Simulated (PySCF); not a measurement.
# SeO⁻: from constants to spectrum

B2PLYP constants of SeO⁻, ²Π (doublet), unpaired electrons π ↑ (Se aug-cc-pVDZ-PP with ECP10, O aug-cc-pVDZ; scalar-relativistic core potentials (PySCF 2.14); masses 79.9165 and 15.9949 u):

- ωe: 779.2 cm⁻¹
- ωexe: 1.58 cm⁻¹
- Be: 0.40955 cm⁻¹
- αe: 0.00163 cm⁻¹
- De to Se⁻ + O: 3.74 eV

What force constant and bond length do these constants imply?

Reduced mass μred = 13.327 u; k = 5.8918×10⁻⁷·μred·ωe² (u, cm⁻¹, mdyn/Å) = 4.77 mdyn/Å; Re = √(16.8576/(μred·Be)) (u, cm⁻¹, Å) = 1.757 Å.

Estimate the centrifugal constant D from the Kratzer relation and find the Dunham coefficient a1.

D = 4Be³/ωe² = 4.53e-07 cm⁻¹; a1 = −1 − αeωe/(6Be²) = -2.26.

Correlated steps freeze 5 core orbitals. Spin–orbit coupling is left out. For an ion De counts to the pair picked by the measured ionisation energies or electron affinities, which need not be the lowest pair at this level. B2PLYP dipoles, levels and charges come from its SCF part alone. The state was picked by a PBE0 search and need not be the measured ground state.
